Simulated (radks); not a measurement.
Valence configurations of Zn II (all share [Ar]). All-electron calculation, scalar-relativistic Kohn-Sham, PBE, spin-polarised, spherical densities, finite nucleus; open shells are filled with parallel spins first; Fermi nuclear charge, rms radius 3.9283 fm. Program: a radial shooting solver on a logarithmic mesh with Libxc functionals. Energies are relative to 3d10 4s1; eigenvalues in eV for spin up.

| valence | E (eV) | moment (Bohr magnetons) | e(3d) | e(4p) | e(4s) |
|---|---|---|---|---|---|
| 3d10 4s1 | 0.000 | 1 | -19.824 | - | -14.521 |
| 3d9 4s2 | 8.021 | 1 | -26.856 | - | -15.992 |
| 3d8 4s2 4p1 | 27.576 | 3 | -36.576 | -11.464 | -19.343 |
| 3d10 4p1 | 6.365 | 1 | -21.549 | -9.105 | - |
| 3d9 4s1 4p1 | 13.871 | 3 | -28.522 | -10.539 | -17.772 |
| 3d8 4s1 4p2 | 33.242 | 5 | -37.934 | -12.633 | -20.756 |
| 3d8.5 4s1 4p1.5 | 22.825 | 4 | -33.143 | -11.608 | -19.291 |
| 3d8 4s0.5 4p2.5 | 37.316 | 5 | -38.671 | -12.968 | -21.142 |
| 3d9 4p2 | 21.158 | 3 | -30.101 | -11.292 | - |
| 3d10 4s0.5 4p0.5 | 3.165 | 1 | -20.700 | -8.671 | -15.039 |

NIST lists [Ar] 3d10 4s1 as the ground configuration; this level of theory agrees among the configurations tried. The energies are those of spherical high-spin densities, not of single terms.
